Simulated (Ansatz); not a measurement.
Z-matrix (Å, degrees):
```
C
Ge 1 1.954
H 1 1.091 2 110.0
H 1 1.092 2 110.5 3 120.0
H 1 1.092 2 110.9 3 -120.0
C 2 1.954 1 111.1 3 -178.6
N 2 1.840 1 105.8 3 54.8
N 2 1.840 1 115.9 3 -57.8
H 6 1.092 2 110.9 1 61.3
H 6 1.092 2 110.5 1 -58.6
H 6 1.091 2 110.0 1 -178.6
H 7 1.010 2 115.5 1 50.3
H 7 1.010 2 114.4 1 178.2
H 8 1.010 2 114.4 1 54.6
H 8 1.010 2 115.5 1 -73.3
```

The species carries charge 0 and has multiplicity 1.

**Question.** List the ωB97M-V/def2-TZVPP orbital energies in eV (Ansatz). (Best estimate.)

**Answer.** The calculation gave: Occupied: -10866.01, -1361.77, -1209.51, -1209.50, -1209.49, -393.62, -393.62, -280.88, -280.88, -173.66, -122.93, -122.90, -122.88, -35.81, -35.75, -35.71, -35.66, -35.65, -26.08, -25.39, -22.23, -21.66, -16.69, -15.57, -15.46, -13.92, -13.89, -13.48, -13.43, -12.37, -11.93, -10.99, -9.33, -9.27. Lowest empty: 2.03, 3.02, 3.49, 3.55, 4.09, 4.14, 4.82, 5.20.
